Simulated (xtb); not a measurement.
propene (C$_{3}$H$_{6}$), singlet, at a GFN2-xTB geometry. Base run: xtb with GFN2-xTB.

Geometry (Å):
```xyz
9

C      1.2799     0.1235     0.0092
C      0.0083     0.4749     0.0092
H      1.5809    -0.9115    -0.0093
H      2.0746     0.8497     0.0275
H     -0.2666     1.5221     0.0281
C     -1.1357    -0.4824    -0.0154
H     -0.7838    -1.5109    -0.0334
H     -1.7644    -0.3396     0.8633
H     -1.7551    -0.3055    -0.8945
```
Charge 0, spin multiplicity 1.
All else is at xtb's defaults.
Base energy -9.44227 Eh.

Variants of this job, named by their change:

```
change          ΔE vs base (kJ/mol)  HOMO-LUMO gap (eV)  dipole (D)  G_solv (kcal/mol)  SCF cycles
--------------  -------------------  ------------------  ----------  -----------------  ----------
base                           0.00                5.46        0.46                  -           9
file = coord                   0.00                5.46        0.46                  -           9
alpb = acetone               -12.07                5.45        0.52              -2.90           9
etemp = 5000                  -0.32                5.46        0.46                  -           9
etemp = 3000                   0.00                5.46        0.46                  -           9
gbsa = toluene                  [?]                5.45        0.52                [?]           9
```

### Question
What belongs in the gaps?

### Answer

- gbsa = toluene, ΔE vs base (kJ/mol): -9.22
- gbsa = toluene, G_solv (kcal/mol): -2.21

ALPB and GBSA are two models with their own fitted parameters for each solvent, which aren't always the measured dielectric constant.
